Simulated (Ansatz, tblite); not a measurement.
Isomers of CuAg₄⁺ (singlet), found by a short tight-binding search and relaxed with PBE-D4/def2-SVP in Ansatz.

In the def2 sets Ag takes a core potential, while STO-3G treats all electrons; there is no spin–orbit coupling. The xTB rows come from tblite. Correlated methods freeze 9 core orbitals; core or outer-core shells of Ag are correlated, in sets that lack core-valence functions.

A: At B2PLYP/def2-TZVP the test of the restricted singlet for broken spin symmetry was undecided. B: At MP2/def2-TZVP, B2PLYP/def2-TZVP the test of the restricted singlet for broken spin symmetry was undecided. C: At MP2/def2-TZVP, B2PLYP/def2-TZVP the test of the restricted singlet for broken spin symmetry was undecided.

Other spin states weren't relaxed.

A:

```xyz
5

Ag   -1.0668   -0.0929    2.5090
Ag    1.2148    1.1729    2.1340
Ag   -0.0231    0.0118   -0.0284
Ag    0.8834   -1.3221   -2.2697
Cu   -1.0082    0.2303   -2.3448
```

B:

Cartesian coordinates in Å:
```
Ag 2.7428 0.1913 -0.2365
Ag -2.7091 -0.2257 0.4092
Ag -1.5057 -1.8127 -1.3185
Ag -0.0042 0.0514 0.0402
Cu 1.4762 1.7957 1.1057
```

C:

```xyz
5

Ag   -2.489   -0.597    1.097
Ag    1.603    2.078   -0.733
Ag   -0.017   -0.011    0.017
Ag    1.308    0.045   -2.390
Cu   -0.406   -1.515    2.008
```

Task: Estimate their order by electronic energy at B2PLYP/def2-TZVP, counted from the lowest.

Result: C (0.00) < A (0.01) < B (0.03), in eV. Gaps under about 2 kJ/mol are ties within the noise of geometry and basis.

Task: Do the other levels pick the same lowest one?

Result: Not GFN1-xTB. Energies above each level's lowest (eV):

```csv
level,A,B,C
GFN1-xTB,0.00,0.00,0.00
GFN2-xTB,0.00,0.01,0.00
HF/STO-3G,0.02,0.19,0.00
HF/def2-SVP,0.01,0.04,0.00
HF/def2-TZVP,0.01,0.04,0.00
PBE-D4/def2-SVP,0.00,0.01,0.00
PBE-D4/def2-TZVP,0.00,0.02,0.00
r2SCAN-D4/def2-TZVP,0.00,0.02,0.00
PBE0-D4/def2-SVP,0.00,0.02,0.00
PBE0-D4/def2-TZVP,0.00,0.03,0.00
r2SCAN0-D4/def2-TZVP,0.00,0.03,0.00
ωB97M-V/def2-TZVP,0.01,0.03,0.00
B2PLYP/def2-TZVP,0.01,0.03,0.00
MP2/def2-SVP,0.00,0.01,0.00
MP2/def2-TZVP,0.01,0.05,0.00
CCSD/def2-SVP,0.00,0.02,0.00
CCSD(T)/def2-SVP,0.00,0.01,0.00
```
Point groups (tolerance 0.1 Å): A not assigned, B not assigned, C not assigned. A and B have the same bonds, so they are conformers or stereoisomers. A and C have the same bonds, so they are conformers or stereoisomers. B and C have the same bonds, so they are conformers or stereoisomers. Lower isomers may exist.
